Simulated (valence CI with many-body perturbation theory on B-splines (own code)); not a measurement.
**Ru XIII: electric-dipole lines**

Method: valence CI with perturbative core correlation (CI+MBPT): four valence electrons over a frozen Dirac-Fock core [Ar] 3d10, radial functions for each j: 11 s, 11 p, 9 d, 7 f, 5 g, 2 h, 1 i, with the one-electron correlation potential Σ1 (screened to all orders), the two-electron term Σ2, the three-electron term Σ3, Breit, model QED; selected single and double excitations, second order for the rest, scaled by the run's own slope (own B-spline code, finite nucleus).

No measured levels were compared; by estimate levels hold to about 250 cm⁻¹ or 0.2 % of their energy and the worst to 1 %, as in measured heavy ions of charge 2 to 7; those with d or f electrons hold less well.

Lines 101 to 150 of 234 in falling wavelength, among levels below 101.74 eV, chosen from the strongest by gf and those to the six lowest levels. Wavelengths and rates use the calculated energies, so an error of 800 cm⁻¹ moves a line at 255.8 Å by 0.2 % and its rate by three times that or more. Electric multipoles are in the length gauge, E1 and E2 with the static RPA response of the core. Weak lines are less certain than strong ones. Lines between different terms over intervals too small for the method are left out, as are lines whose strength nearly cancels. Where a level lies close to another of its J and parity, the split of strength between their lines is uncertain. The highest levels of a list are the least certain.

Names give the largest LS component (configuration and term), which can be under half, so a name can repeat, a term be missing and a line seem to break the LS rules; names also repeat where a configuration has a term twice. Letters in brackets count levels of one name in rising energy.

```tsv
λ vac (Å)	Upper	Lower	A (s⁻¹)	S (a.u.)
255.8	4s4p³ ³S°_1	4s²4p² ³P_0	8.36e+09	2.07e-01
255.6	4s4p²4d ³D_3 [a]	4s4p³ ¹D°_2	3.39e+09	1.96e-01
253.2	4s4p³ ¹P°_1	4s²4p² ³P_2	4.48e+06	1.08e-04
252.4	4p⁴ ¹D_2	4s4p³ ⁵S°_2	4.97e+07	1.97e-03
250.8	4s4p²4d ³D_3 [b]	4s4p³ ¹D°_2	1.65e+09	8.99e-02
249.4	4s4p²4d ³P_1 [a]	4s4p³ ³P°_2	1.14e+10	2.63e-01
246.1	4s4p³ ¹P°_1	4s²4p² ³P_1	1.04e+10	2.29e-01
245.0	4s4p²4d ³D_1 [b]	4s4p³ ¹D°_2	5.44e+09	1.18e-01
244.5	4s4p²4d ³P_1 [a]	4s4p³ ³P°_0	5.18e+09	1.12e-01
243.9	4s²4p4d ³F°_2	4s²4p² ³P_2	3.89e+09	1.39e-01
243.3	4s4p²4d ³F_2 [a]	4s4p³ ³D°_1	2.32e+09	8.23e-02
243.1	4s4p²4d ³D_1 [c]	4s4p³ ¹D°_2	1.21e+10	2.58e-01
242.7	4s²4p4d ³P°_2	4s²4p² ¹D_2	7.89e+09	2.78e-01
241.9	4s4p²4d ³F_3 [b]	4s4p³ ¹D°_2	1.84e+09	8.99e-02
240.4	4s²4p4d ³P°_1	4s²4p² ¹S_0	1.99e+07	4.09e-04
239.6	4s4p²4d ⁵F_1	4s4p³ ⁵S°_2	9.60e+07	1.96e-03
238.1	4s4p²4d ³P_2 [a]	4s4p³ ³D°_3	1.99e+10	6.64e-01
238.0	4s4p²4d ³P_0 [a]	4s4p³ ³P°_1	3.15e+10	2.10e-01
237.7	4s4p²4d ⁵P_3	4s4p³ ³D°_3	3.15e+09	1.46e-01
237.3	4s²4p4d ³F°_2	4s²4p² ³P_1	8.65e+08	2.85e-02
237.1	4s4p²4d ⁵F_2	4s4p³ ⁵S°_2	8.33e+08	2.74e-02
236.7	4s²4p4d ³D°_1	4s²4p² ¹D_2	1.32e+09	2.59e-02
235.4	4s4p²4d ³P_2 [b]	4s4p³ ³S°_1	8.44e+09	2.72e-01
235.3	4s²4p4d ³F°_3	4s²4p² ³P_2	5.62e+09	2.53e-01
232.7	4s4p²4d ⁵F_3	4s4p³ ⁵S°_2	1.82e+09	7.92e-02
232.3	4s4p²4d ³P_2 [a]	4s4p³ ³D°_2	2.51e+10	7.78e-01
231.3	4s4p³ ¹P°_1	4s²4p² ³P_0	1.21e+09	2.21e-02
231.3	4s4p²4d ³D_1 [a]	4s4p³ ³P°_1	4.01e+09	7.35e-02
231.0	4s4p²4d ³P_2 [a]	4s4p³ ³D°_1	5.87e+09	1.79e-01
230.7	4s4p²4d ³D_3 [c]	4s4p³ ¹D°_2	4.20e+09	1.78e-01
230.0	4s4p²4d ³D_3 [b]	4s4p³ ³P°_2	1.13e+10	4.75e-01
228.2	4s²4p4d ¹D°_2	4s²4p² ¹D_2	2.78e+10	8.15e-01
226.8	4s4p²4d ³D_2 [b]	4s4p³ ³P°_2	2.87e+09	8.28e-02
225.1	4s4p²4d ³D_1 [b]	4s4p³ ³P°_2	6.91e+09	1.17e-01
224.4	4s4p²4d ⁵D_1	4s4p³ ⁵S°_2	1.29e+09	2.16e-02
223.5	4s4p²4d ⁵D_2	4s4p³ ⁵S°_2	4.27e+09	1.18e-01
223.5	4s4p²4d ³D_1 [c]	4s4p³ ³P°_2	5.85e+09	9.67e-02
223.4	4s4p²4d ³P_1 [a]	4s4p³ ³D°_2	5.09e+09	8.39e-02
222.9	4s²4p4d ³P°_2	4s²4p² ³P_2	3.47e+10	9.49e-01
222.6	4s²4p4d ³P°_1	4s²4p² ¹D_2	1.35e+10	2.21e-01
222.5	4s4p²4d ³G_4	4s4p³ ³D°_3	2.14e+09	1.05e-01
222.2	4s4p²4d ⁵D_3	4s4p³ ⁵S°_2	6.54e+09	2.48e-01
222.2	4s4p²4d ³P_1 [a]	4s4p³ ³D°_1	3.32e+10	5.39e-01
221.7	4s²4p4d ³D°_3	4s²4p² ¹D_2	1.70e+10	6.38e-01
220.4	4s²4p4d ³D°_2	4s²4p² ¹D_2	4.70e+10	1.24e+00
219.6	4s4p²4d ³D_1 [c]	4s4p³ ³P°_0	2.56e+10	4.01e-01
219.4	4s4p²4d ³D_2 [c]	4s4p³ ³P°_1	4.07e+10	1.06e+00
219.1	4s4p²4d ³D_2 [a]	4s4p³ ³D°_3	9.75e+09	2.53e-01
218.2	4s4p²4d ³P_0 [b]	4s4p³ ³P°_1	5.66e+10	2.90e-01
217.8	4s²4p4d ³D°_1	4s²4p² ³P_2	3.00e+09	4.59e-02
```
